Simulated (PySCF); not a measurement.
Computed vibrations of Pm(OH)3

Pm(OH)3 (singlet in the valence; each metal's 4f electrons, 4 of them, lie in its core potential, out of spins and levels). PySCF 2.14.0, RKS PBE0, Pm lcecp-1-SVP with ECP50, O def2-SVP, H def2-SVP; non-relativistic Hamiltonian with scalar-relativistic core potentials where named; density fitting; no spin-orbit coupling. Central differences of gradients.

```xyz
7

Pm    0.0000    0.0000   -0.0538
O     2.0987    0.0000    0.1436
H     3.0429    0.0000    0.2974
O    -1.0493    1.8175    0.1436
H    -1.5214    2.6352    0.2974
O    -1.0494   -1.8175    0.1436
H    -1.5214   -2.6352    0.2974
```

Run from Python with OMP_NUM_THREADS=2. Where DIIS fails, smearing, a level shift and second-order steps follow.
It took 32 s on 2 threads of Arm Neoverse V2 (shared host).

Q: What are the harmonic wavenumbers and infrared intensities?

A: Modes are labelled in C3v; negative numbers are unstable modes, those under 60 cm⁻¹ near the noise; a finer grid moves soft modes by up to 10 cm⁻¹.
| cm⁻¹ | km/mol | symmetry |
| --- | --- | --- |
| 38 | 12.6 | a1 |
| 113 | 2.4 | e |
| 113 | 2.4 | e |
| 291 | 0.0 | a2 |
| 369 | 275.2 | e |
| 369 | 275.2 | e |
| 480 | 5.3 | e |
| 480 | 5.3 | e |
| 495 | 522.8 | a1 |
| 579 | 213.2 | e |
| 579 | 213.2 | e |
| 603 | 6.7 | a1 |
| 4004 | 160.4 | e |
| 4004 | 160.4 | e |
| 4005 | 6.0 | a1 |

Q: Is this a minimum?

A: Yes, within the noise of the softest modes. Ideal gas at 298.15 K and 1 bar: S = 369.4 J/(mol K), Cp = 107.1 J/(mol K), H − H(0 K) = 22.0 kJ/mol (rigid rotor, harmonic modes, spin degeneracy alone, that of the 4f electrons in the core included; the modes under 60 cm⁻¹ make these uncertain).

An lcecp potential fixes the number of 4f electrons, so in runs with it no electron can move into or out of that shell.
